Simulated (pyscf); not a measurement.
Structures and frequencies: ωB97X-D3(BJ)/def2-SVP in PySCF. Correlated levels are frozen-core, on RHF or UHF. ΔMP2 is the change of the MP2 total energy from the triple- to the quadruple-zeta basis. Singlets are restricted, triplets unrestricted.

Singlet (Å):
```xyz
4

Si     0.7642     0.0588     0.1537
Se    -0.4124    -0.1622    -1.7413
H      0.6688     1.5758     0.0202
H     -0.4125    -1.6312    -1.7604
```

Triplet (Å):
```xyz
4

Si     0.4209     1.2977     0.5013
Se     0.9459     0.1505    -1.3616
H      0.2692     0.5332     1.7844
H     -0.4332    -0.0655    -1.8270
```

Task: For these two minima of `[SiH][SeH]`, which spin state lies lower at CCSD(T)/def2-TZVPP + ΔMP2(QZVPP), and by how much (electronic energies)?

Result: The singlet, by 35.5 kcal/mol. Zero-point energy shifts E(triplet) − E(singlet) by -0.6 kcal/mol. :HSi–SeH [singlet] lies 12.1 kcal/mol over its isomer H₂Si=Se, and others may lie lower still (electronic energy, ωB97M-D3(BJ)). 

E(triplet) − E(singlet) by level (kcal/mol):

```tsv
level	gap
ωB97X-D3(BJ)/def2-TZVP	+35.5
PBE/def2-TZVP	+31.7
r²SCAN/def2-TZVP	+27.0
B3LYP-D3(BJ)/def2-TZVP	+34.6
PBE0-D3(BJ)/def2-TZVP	+30.3
M06-2X/def2-TZVP	+33.7
ωB97M-D3(BJ)/def2-TZVP	+38.9
HF/def2-TZVP	+18.1
MP2/def2-QZVPP	+33.7
CCSD/def2-TZVPP	+33.6
CCSD(T)/def2-TZVPP	+34.6
CCSD(T)/def2-TZVPP + ΔMP2(QZVPP)	+35.5
```

The triplet is the lowest one reached from the SCF start used. The CCSD(T) − MP2 part came from Ansatz, without density fitting, on the same reference. The frozen core leaves the outer d or s,p core shells of the metals and heavy elements correlated in the MP2 and CC values, and def2-TZVPP describes them poorly, which can shift differences by a few kcal/mol. Elements up to Kr have no core potential and no relativistic terms here.
